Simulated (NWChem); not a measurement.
**Basis-set convergence for H3GaS**

```xyz
5

Ga     0.4880     0.5425     0.0000
H     -0.0882     2.0027     0.0000
H      1.9993     0.1106     0.0000
S     -1.0551    -1.0533     0.0000
H     -0.1589    -2.0798     0.0000
```
Charge 0, spin multiplicity 1.

Program: NWChem. Structure: optimised with PBE/def2-SVP, a minimum by its harmonic frequencies. It is one conformer; others weren't searched.

Quantity: dipole moment at the level PBE0.

The Hamiltonian is non-relativistic. The Pople sets run with spherical d functions. The structure started from a generated list of species.

The cost column gives rough processor time relative to STO-3G; each entry includes its own SCF.

```
basis        functions  dipole moment (D)  relative cost
-----------  ---------  -----------------  -------------
STO-3G              30                  …              1
6-31G*              56               1.48        under 3
pcseg-1             60                  …        under 3
def2-SVP            65                  …        under 3
6-311G**            88               1.48        under 3
def2-TZVP          103               1.24        under 3
pcseg-2            119               1.31        under 3
def2-TZVPD         127               1.23        under 3
aug-cc-pVTZ        178               1.24             20
cc-pVQZ            217               1.23             50
```

Problem. Fill in the missing entries.

Solution. 
- STO-3G, dipole moment (D): 1.35
- pcseg-1, dipole moment (D): 1.45
- def2-SVP, dipole moment (D): 1.27
